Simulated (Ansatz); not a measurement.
Born–Oppenheimer molecular dynamics of AlCl3H2 (6 atoms, charge 0, multiplicity 1). It starts at the highest image of a converged band, a first-order saddle point between two minima.

Computed with RKS B3LYP-D4/6-31G* in Ansatz.

```json
{
  "ensemble": "NVE (velocity Verlet)",
  "time step": "0.5 fs",
  "steps asked": "200",
  "starting velocities drawn for": "300 K",
  "seed": "7810"
}
```

First frame:

```xyz
6
Properties=species:S:1:pos:R:3
Al 0.018 -0.435 -0.111
Cl 0.030 0.061 2.247
Cl 1.836 0.187 -0.945
Cl -1.831 0.122 -0.925
H 0.046 -1.937 0.577
H 0.045 -1.264 1.653
```

(1) How far do the bonds stretch over the last three quarters of this one trajectory? (Pairs bonded in most of those frames.)

Results:

(1) 
| bond | mean (Å) | spread (Å) | shortest | longest |
| --- | --- | --- | --- | --- |
| Al1–Cl3 | 2.124 | 0.010 | 2.09 | 2.13 |
| Al1–Cl4 | 2.123 | 0.047 | 2.05 | 2.20 |
| Al1–H5 | 1.576 | 0.050 | 1.50 | 1.67 |
| Cl2–H6 | 1.298 | 0.029 | 1.25 | 1.36 |

Mean temperature of the second half: 706 K. The conserved energy stayed within 0.086 meV per atom of its start (net change 0.069 meV per atom), so the integration is sound. The kinetic energy rose, since the run started high on the potential surface and went downhill. It ends in pieces (AlCl2H + ClH), so much of that is their flight and rotation, not heat. A run of 0.1 ps of so small a system gives no equilibrium averages. The orbitals stay closed-shell, which can raise the energy where a bond breaks towards radicals; this wasn't checked here.

Run time: 10 min on 1 thread of Intel(R) Xeon(R) CPU @ 2.60GHz (Ice Lake) (shared host), peak memory 0.19 GiB.
